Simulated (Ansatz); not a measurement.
```yaml
crystal:
  periodic: [false, false, false]
  atoms:
    - {symbol: O, position_ang: [0.644179, -2.370674, 1.092137]}
    - {symbol: C, position_ang: [0.436437, -1.318565, 0.359761]}
    - {symbol: N, position_ang: [0.231887, -0.346264, -0.212635]}
    - {symbol: B, position_ang: [-0.456261, 0.959016, -0.322648]}
    - {symbol: F, position_ang: [-0.096971, 1.528090, -1.598864]}
    - {symbol: H, position_ang: [-1.157615, 1.440205, 0.444671]}
basis:
  gaussian: {orbitals: 6-31G}
magnetization: {spin_polarized: true, initial_magnetization: 0}
hamiltonian: {xc: {name: B3LYP}}
output: {forces: true}
```

```sh
$ ansatz run in.yaml --threads 2 --pin off --events-out ev --progress --plain --max-ram 22528MiB --backend cpu
```

It prints (some lines left out):

```
Functional definition: B3LYP
567 factors; integrals over basis functions are off by at most 1.9e-4 eV
mean field evaluation 1: about -7976.4402 eV, gradient 4.0e1 eV
mean field evaluation 2: about -7961.0360 eV, gradient 7.5e1 eV
mean field evaluation 4: about -7982.0742 eV, gradient 4.9e0 eV
mean field evaluation 8: about -7982.2809 eV, gradient 4.2e-1 eV
mean field evaluation 16: about -7982.2819 eV, gradient 6.5e-6 eV
mean field -7982.28187893 eV, -293.3434484656 hartree, gradient 6.8e-6 eV, S^2 0.000000; 0 other end points of the search recorded, 0 dependent functions left out
reference -7982.28203714 eV, -293.3434542798 hartree; 18, 18 occupied and 29, 29 virtual orbitals, 567 factors
Total energy: -7982.28203714 eV, -293.3434542798 hartree
Atom 0 at     0.644179    -2.370674     1.092137 Å, force    -0.791274     4.654430    -3.658272 eV/Å
Atom 1 at     0.436437    -1.318565     0.359761 Å, force     2.150859   -10.584734     7.203100 eV/Å
Atom 2 at     0.231887    -0.346264    -0.212635 Å, force    -2.572392     7.125253    -2.570437 eV/Å
Atom 3 at    -0.456261     0.959016    -0.322648 Å, force     2.900674    -1.500562    -3.865744 eV/Å
Atom 4 at    -0.096971     1.528090    -1.598864 Å, force    -1.129800    -0.169405     2.329868 eV/Å
Atom 5 at    -1.157615     1.440205     0.444671 Å, force    -0.558067     0.475017     0.561486 eV/Å
Dipole moment:    -0.274009     0.363311     0.119537 e Å
```

Hardware: 2 threads of an AMD EPYC 7R13 on a shared host. Wall time 1.6 s, peak host memory 0.17 GiB.
